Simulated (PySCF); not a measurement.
Molecular orbitals of SrBe⁺

PBE0 at R = 3.230 Å; basis Sr def2-SVP with ECP28, Be def2-SVP; scalar-relativistic core potentials; PySCF 2.14. State: ²Σ⁺ (doublet), unpaired electrons σ ↑. Only the outer orbitals are listed, counted within each symmetry, core potentials removing the inner ones.

```csv
spin,orbital,occ.,ε (eV),on Sr (%),main shells (%)
α,2σ,1,-50.22,100,100 Sr s
α,1π,1,-30.61,100,100 Sr p
α,1π,1,-30.61,100,100 Sr p
α,3σ,1,-30.47,100,100 Sr p
α,4σ,1,-11.23,20,"80 Be s, 13 Sr s"
α,5σ,1,-8.54,72,"72 Sr s, 17 Be p, 11 Be s"
α,6σ,0,-6.18,55,"43 Be p, 32 Sr d, 12 Sr s"
α,2π,0,-6.05,51,"49 Be p, 42 Sr d, 8 Sr p"
α,2π,0,-6.05,51,"49 Be p, 42 Sr d, 8 Sr p"
β,2σ,1,-50.13,100,100 Sr s
β,1π,1,-30.52,100,100 Sr p
β,1π,1,-30.52,100,100 Sr p
β,3σ,1,-30.39,100,100 Sr p
β,4σ,1,-11.02,19,"72 Be s, 10 Sr s, 8 Be p"
β,5σ,0,-6.50,83,"82 Sr s, 14 Be s"
β,2π,0,-5.78,52,"48 Be p, 43 Sr d, 9 Sr p"
β,2π,0,-5.78,52,"48 Be p, 43 Sr d, 9 Sr p"
```

Problem. Which are the highest filled and the lowest empty level, where do they sit, and how wide is the gap?

Solution. Highest filled α 5σ at -8.54 eV (in %: 72 Sr s, 17 Be p, 11 Be s); lowest empty β 5σ at -6.50 eV (in %: 82 Sr s, 14 Be s); the gap at PBE0 is 2.04 eV.

```json
{
  "bond order (Mayer)": "0.69",
  "⟨S²⟩": "0.794",
  "charge on Sr (Mulliken, basis-dependent)": "0.88",
  "charge on Sr (Löwdin, basis-dependent)": "0.74",
  "dipole moment (positive dipole points towards Be; it is taken about the centre of mass and depends on that origin)": "0.31 D",
  "polarisability along the bond": "259.3 bohr³",
  "polarisability across the bond": "107.8 bohr³"
}
```

Spin–orbit coupling is left out. The state is the lowest determinant that a PBE0 search found; another state may lie lower at other levels.
